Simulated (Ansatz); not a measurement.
Cost and result for the atomization energy of CH2FNSSi (`FC1=N[SiH2]S1`) (7 atoms, 7 bonds).

```xyz
7

F    -1.742    0.399   -1.771
C    -0.831    0.190   -0.844
N    -1.094   -0.120    0.353
Si    0.611   -0.176    0.762
S     0.873    0.360   -1.327
H     1.125   -1.516    1.113
H     1.058    0.863    1.714
```

Charge 0, multiplicity 1. The structure was optimised at the PBE0-D4/def2-TZVP level. Program: Ansatz. All runs use 4 threads of a server CPU on a shared host. Times are those of one run each, without the atoms' runs, and a repeat can differ threefold. Electronic energies, without spin–orbit coupling; frozen cores. CCSD(T)/CBS adds CCSD(T) − MP2 in def2-TZVPP to the MP2 limit, and its time is that of the two runs behind it. T1 = 0.015. B3LYP takes the VWN-RPA correlation (the form of Gaussian; ORCA's B3LYP/G). HSE06 is the plane-wave form, built on full-range PBE exchange.

CCSD(T)/CBS is a level of theory with its own doubt, some kJ/mol a heavy atom from the limit and from the frozen cores, so smaller differences don't rank the functionals.

| level | functions | wall time | atomization (kcal/mol) | difference from CCSD(T)/CBS | per bond |
| --- | --- | --- | --- | --- | --- |
| LDA (SPW92)/def2-TZVPP | 205 | 0.9 s | 743.3 | 123.4 | 17.6 |
| CCSD(T)/def2-SVP | 88 | 2.1 s | 565.0 | -54.9 | -7.8 |
| PBE0-D4/def2-TZVPP | 205 | 2.2 s | 626.7 | 6.8 | 1.0 |
| HSE06-D4/def2-TZVPP | 205 | 2.5 s | 627.4 | 7.5 | 1.1 |
| CAM-B3LYP-D4/def2-TZVPP | 205 | 2.5 s | 621.2 | 1.3 | 0.2 |
| B3LYP-D4/def2-TZVPP (with forces) | 205 | 3.2 s | 619.2 | -0.7 | -0.1 |
| B2PLYP/def2-TZVPP | 205 | 3.8 s | 612.7 | -7.2 | -1.0 |
| r2SCAN-D4/def2-TZVPP (with forces) | 205 | 3.9 s | 626.5 | 6.6 | 0.9 |
| r2SCANh-D4/def2-TZVPP | 205 | 4.1 s | 618.3 | -1.6 | -0.2 |
| ωB97X-V/def2-TZVPP | 205 | 5.5 s | 628.6 | 8.7 | 1.2 |
| MP2/def2-QZVPP | 371 | 12 s | 634.3 | 14.4 | 2.1 |
| CCSD(T)/def2-TZVPP | 205 | 54 s | 596.1 | -23.8 | -3.4 |
| CCSD(T)/CBS(def2) | – | 66 s | 619.9 | 0.0 | 0.0 |

At CCSD(T), def2-SVP lies −54.8 kcal/mol from the extrapolated value and def2-TZVPP −23.8 kcal/mol: correlation converges slowly with the basis, and small sets miss more of it in the bonded molecule than in its fragments. In def2-TZVPP, CCSD(T) changes the Hartree–Fock value by +195.6 kcal/mol (the triples alone add +17.3 kcal/mol) and MP2 by +219.6 kcal/mol; breaking electron pairs costs correlation energy, which Hartree–Fock lacks. From r2SCAN to r2SCAN0 (25 % exact exchange), in def2-TZVPP and without D4, the atomization energy moves by −19.9 kcal/mol: exact exchange takes away binding that semilocal exchange gives to molecules.
